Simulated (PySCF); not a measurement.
**`O=C1C[C@H](F)C=CO1`, C$_{5}$H$_{5}$FO$_{2}$**

Geometry:
```tsv
atom	x (Å)	y (Å)	z (Å)
O1	-0.847	2.613	0.034
C2	-0.337	1.534	0.105
C3	-1.109	0.249	0.334
C4	-0.497	-0.937	-0.404
F5	-1.048	-2.109	0.074
C6	0.987	-0.938	-0.188
C7	1.616	0.205	0.031
O8	1.009	1.430	0.043
H9	-2.151	0.411	0.057
H10	-1.073	0.041	1.409
H11	-0.739	-0.916	-1.478
H12	1.505	-1.880	-0.215
H13	2.680	0.297	0.180
```

Computed with PySCF, GIAO B3LYP/pcSseg-1 magnetisability, rotational g tensor and spin-rotation constants, non-relativistic, gas phase. Geometry: GFN2-xTB.

Q: What are the magnetisability and the molar susceptibility?

A: Isotropic -918 × 10⁻³⁰ J/T², or -55.3 × 10⁻⁶ cm³/mol; principal values -1028, -925, -801 × 10⁻³⁰ J/T², anisotropy 197 × 10⁻³⁰ J/T² (root of half the summed squared differences of the principal values). The susceptibility is in cgs units.

Q: Split it along the inertial axes a, b, c into diamagnetic and paramagnetic parts about the centre of mass, with the quadrupole moment.

A: 
| axis | χ (10⁻⁶ cm³/mol) | diamagnetic (10⁻⁶ cm³/mol) | paramagnetic (10⁻⁶ cm³/mol) | summed x² of all electrons (Å²) | quadrupole Θ (D Å) |
| --- | --- | --- | --- | --- | --- |
| a | -54.3 | -397.6 | 343.2 | 151.6 | -15.56 |
| b | -50.1 | -706.8 | 656.7 | 78.8 | +9.08 |
| c | -61.5 | -977.5 | 916.0 | 15.0 | +6.48 |

Anisotropies 2χaa − χbb − χcc = +2.9 and 2χbb − χaa − χcc = +15.6 × 10⁻⁶ cm³/mol. Θ is traceless in Buckingham's convention.

Q: And the rotational g tensor?

A: 
```
axis  rotational constant (GHz)        g  nuclear part  electronic part
   a                     3.8377  -0.0396        0.5792          -0.6188
   b                     1.7623  -0.0337        0.5100          -0.5437
   c                     1.2527  -0.0164        0.5227          -0.5391
```
Asymmetric top; isotopes 12C, 19F, 1H, 16O; no vibrational averaging.
